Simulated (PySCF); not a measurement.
**How methods differ on the excitation energy of Al**

Al [Ne] 3s2 3p1 (2P) → Al [Ne] 3s1 3p2 (4P), as a difference of total energies. All numbers are calculated (PySCF 2.14, the non-relativistic Hamiltonian (point nucleus), in aug-cc-pwCVDZ (6s5p3d, 36 functions)). Correlated levels: nothing frozen. The calculations carry no spin-orbit coupling.

```tsv
method	excitation energy (eV)	error (eV)
UHF	2.415	-1.183
MP2 (all electrons)	3.226	-0.372
SCS-MP2 (all electrons)	3.449	-0.149
CCSD (all electrons)	3.485	-0.113
CCSD(T) (all electrons)	3.522	-0.076
```

Reference: 3.598 eV (measured; NIST levels, between the centres of gravity of the two terms).

Errors of the correlated levels include the incompleteness of this basis.
